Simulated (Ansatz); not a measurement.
Geometry optimisation, RKS revPBE/def2-SVP (Ansatz).

Input:

```yaml
crystal:
  periodic: [false, false, false]
  atoms:
    - { symbol: B, position_ang: [0.126244, 0.626386, -0.298821] }
    - { symbol: Cl, position_ang: [-0.00143, -0.574647, 2.532581] }
    - { symbol: "N", position_ang: [1.359416, 0.047818, -0.681916] }
    - { symbol: H, position_ang: [1.421755, -0.932691, -0.950829] }
    - { symbol: H, position_ang: [2.271581, 0.474185, -0.51604] }
    - { symbol: H, position_ang: [-0.915645, 0.034437, -0.491121] }
    - { symbol: "N", position_ang: [0.046658, 2.010391, 0.273091] }
    - { symbol: H, position_ang: [0.849215, 2.642585, 0.280506] }
    - { symbol: H, position_ang: [-0.843337, 2.508012, 0.254554] }
    - { symbol: H, position_ang: [-0.044057, 0.691324, 2.092393] }
basis:
  gaussian: { orbitals: def2-SVP }
hamiltonian:
  xc: revpbe
relax:
  f_tol: 0.03
  max_steps: 50
output:
  orbitals: {}
```

Command:

```bash
$ ansatz run input.yaml --threads 2 --pin off --max-ram 3072MiB --backend cpu --events-out ev --progress --plain --runs-dir out
```

Question: Where does it end, and by what steps?

Answer: It converged. After 9 steps the energy has fallen by 0.280 eV; Cl2 moved furthest, 0.99 Å.

| step | energy less start (eV) | largest force component (eV/Å) | accepted |
| --- | --- | --- | --- |
| 0 | 0.0000 | 1.621 | yes |
| 1 | -0.1097 | 0.918 | yes |
| 2 | -0.1846 | 0.626 | yes |
| 3 | -0.2360 | 0.394 | yes |
| 4 | -0.2640 | 0.303 | yes |
| 5 | -0.2718 | 0.371 | yes |
| 6 | -0.2790 | 0.073 | yes |
| 7 | -0.2791 | 0.054 | yes |
| 8 | -0.2798 | 0.036 | yes |
| 9 | -0.2798 | 0.020 | yes |

```xyz
10
Properties=species:S:1:pos:R:3
B 0.153 0.593 -0.499
Cl -0.101 0.141 3.215
N 1.404 0.057 -0.877
H 1.475 -0.778 -1.456
H 2.307 0.390 -0.537
H -0.869 0.090 -0.930
N 0.027 1.702 0.430
H 0.823 2.308 0.645
H -0.851 2.223 0.453
H -0.096 0.802 2.050
```

The run took 17 s on 2 threads of Arm Neoverse V1, on a shared host, peak memory 0.12 GiB.
